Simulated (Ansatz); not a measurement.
Consider the substitution at a C–Si bond: `C#C[SiH](C#C)C#C` + `CC(O)O` → `C#COC(C)O` + `C#C[SiH2]C#C`.

Gas-phase electronic energies from Ansatz, PBE0-D4/def2-TZVP geometries. CCSD(T)/CBS is the MP2 limit (def2-TZVPP, def2-QZVPP) plus CCSD(T) − MP2 in def2-TZVPP, frozen cores. DFT in def2-TZVPP. One conformer a species, not always the lowest.

`C#C[SiH](C#C)C#C`:

```xyz
11

C    -0.370   -0.219    2.845
C    -0.069   -0.332    1.683
Si    0.398   -0.525   -0.064
C    -1.096   -0.774   -1.070
C    -2.080   -0.954   -1.742
C     1.271    0.967   -0.629
C     1.863    1.946   -1.008
H    -0.637   -0.115    3.871
H     1.288   -1.698   -0.208
H    -2.952   -1.110   -2.336
H     2.384    2.814   -1.342
```

`CC(O)O`:

```xyz
10

C    -0.585   -0.731    0.593
C     0.432    0.226    0.026
O    -0.174    1.490   -0.032
O     0.909   -0.168   -1.232
H    -0.164   -1.735    0.646
H    -0.893   -0.417    1.591
H    -1.473   -0.749   -0.046
H     1.331    0.257    0.655
H     0.472    2.105   -0.391
H     0.146   -0.277   -1.811
```

`C#COC(C)O`:

Cartesian coordinates in Å:
```
C -1.669 0.063 2.473
C -1.000 0.373 1.527
O -0.294 0.752 0.512
C 0.109 -0.306 -0.399
C 0.657 0.395 -1.611
O 0.999 -1.164 0.208
H -2.253 -0.211 3.317
H -0.781 -0.900 -0.621
H 1.515 1.012 -1.330
H 0.976 -0.345 -2.345
H -0.098 1.041 -2.058
H 1.839 -0.709 0.328
```

`C#C[SiH2]C#C`:

```xyz
9

C     1.838    1.289    1.321
C     1.139    0.416    0.871
Si    0.096   -0.920    0.203
C    -1.159   -0.219   -0.915
C    -1.996    0.231   -1.657
H     2.454    2.063    1.717
H     0.944   -1.874   -0.548
H    -0.581   -1.618    1.321
H    -2.735    0.632   -2.313
```

```csv
level,ΔE (kJ/mol)
PBE0-D4,113.1
LC-ωPBE,112.2
```

Problem. What does CCSD(T)/CBS give? (An estimate is asked.)

Solution. Computed: +132.2 kJ/mol. The listed levels differ from it by -19.1, -20.0 kJ/mol.

Largest T1 diagnostic among the species: 0.014.

From PBE to PBE0 (25 % exact exchange), in def2-TZVPP and without D4, ΔE moves by +4.6 kJ/mol. At CCSD(T), def2-SVP lies −26.4 kJ/mol from the extrapolated value and def2-TZVPP −4.1 kJ/mol.
